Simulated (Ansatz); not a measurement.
Compare A (`C[SiH2][SiH]1[CH2][AlH]1`) with its isomer B (`C[SiH2][Al]1[CH2][SiH2]1`).

Isolated molecules relaxed with PBE0-D4/def2-TZVP in Ansatz; ΔE leaves out vibrations. CCSD(T)/CBS is the MP2 limit (def2-TZVPP, def2-QZVPP) plus CCSD(T) − MP2 in def2-TZVPP, frozen cores. DFT in def2-TZVPP. B3LYP here is the variant with VWN-RPA as its local correlation; programs differ in this. Each species was taken in one conformer, which may not be the lowest.

Q: Which is lower in electronic energy at CCSD(T)/CBS, and by how much? (An estimate is asked.)

A: Computed: A, by 0.4 kcal/mol. So small a gap doesn't settle the order.

Q: Give E(B) − E(A) in kcal/mol with B3LYP, MP2/def2-TZVPP, CCSD/def2-TZVPP, PBE-D4, B2PLYP, CCSD(T)/def2-TZVPP, r2SCAN-D4. (Best estimate.)

A: The calculation gave: B3LYP -1.1, MP2/def2-TZVPP 0.9, CCSD/def2-TZVPP -0.4, PBE-D4 0.0, B2PLYP -0.3, CCSD(T)/def2-TZVPP -0.1, r2SCAN-D4 0.2. The order is the other way round with B3LYP, CCSD/def2-TZVPP, B2PLYP, CCSD(T)/def2-TZVPP.

Largest T1 diagnostic: 0.013.

The D4 term adds +1.5 kcal/mol with B3LYP and +0.8 kcal/mol with PBE0; it sums over pairs of atoms, weighted by their polarisabilities, and B3LYP, whose exchange is more repulsive, gets the larger term. In def2-TZVPP, CCSD(T) changes the Hartree–Fock value by +1.0 kcal/mol (the triples alone add +0.2 kcal/mol) and MP2 by +2.0 kcal/mol.
